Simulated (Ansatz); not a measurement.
**1,1-elimination**

Start structure (C2H8Ge, singlet), relaxed at PBE0-D4/def2-TZVP:

Ge1  (-0.087, -0.755, -0.079)
H2  (-1.257, -1.598, 0.472)
H3  (0.876, -1.708, -0.819)
C4  (0.853, 0.108, 1.401)
C5  (-0.774, 0.583, -1.329)
H6  (0.178, 0.775, 1.941)
H7  (1.692, 0.696, 1.025)
H8  (1.237, -0.635, 2.101)
H9  (-1.299, 0.104, -2.156)
H10  (-1.467, 1.254, -0.820)
H11  (0.047, 1.176, -1.736)
(Å)

The step: C₂H₈Ge ([CH3][GeH2][CH3]) → C₂H₆Ge ([CH3][Ge][CH3]) + H₂; bonds formed: H2–H3; bonds broken: Ge1–H2, Ge1–H3. Ansatz 0.2.0; basis: def2-TZVPP and def2-QZVPP; cores frozen in the correlated methods. Filled d shells of the heavier atoms are correlated. The def2 sets are not built for correlating such inner shells, so the correlated values are less sure here. Extrapolation: Hartree–Fock as exp(−7.88 √X), correlation as X^−2.97. Energies below are by CCSD(T) at an estimated basis limit (MP2 extrapolated from triple and quadruple zeta, plus CCSD(T) − MP2 in triple zeta).

Q: What are the electronic barrier and the energy of the step, from the start structure to the end structure? (An estimate is asked for; the value comes from the calculation.)

A: Computed: Barrier 57.85 kcal/mol; step energy 41.26 kcal/mol (uphill); reverse barrier, their difference, 16.60 kcal/mol. Barrier and step energy count from the start structure, the reverse barrier from the end structure.

The saddle point: One imaginary mode of 1201i cm⁻¹.
| pair | start (Å) | saddle (Å) | end (Å) |
| --- | --- | --- | --- |
| H2–H3 | 2.50 | 1.17 | 0.76 |
| Ge1–H2 | 1.54 | 1.58 | 2.26 |
| Ge1–H3 | 1.54 | 1.75 | 2.39 |

Zero-point energy (harmonic, PBE0-D4): ZPE is 55.64 kcal/mol at the start and 53.54 kcal/mol at the saddle, so the barrier goes from 57.85 to 55.75 kcal/mol.

First-order rate constant out of the start structure at 298 K by transition-state theory, with harmonic vibrational free energies alone and no tunnelling: ΔA‡ = 55.76 kcal/mol, so k = (kB T/h) exp(−ΔA‡/kB T) ≈ 10^-28 s⁻¹ (an order of magnitude at best: rotation, the number of equivalent paths and anharmonicity are left out).

T1 diagnostic: at most 0.011. The restricted Hartree–Fock reference is unstable towards an unrestricted one at one or more of these structures.

Losses and insertions of silylenes and their heavier kin drive the gas-phase chemistry of silicon and germanium vapour deposition.

Labels in which every atom is bracketed show which atoms are joined, not bond orders.

For scale, one of the runs: CCSD(T)/def2-TZVPP, 222 basis functions (an equivalent command: `ansatz run in.yaml --threads 4`). Time: 90 s of wall clock on 4 CPU threads; the host was shared. Peak host memory: 3.5 GiB.
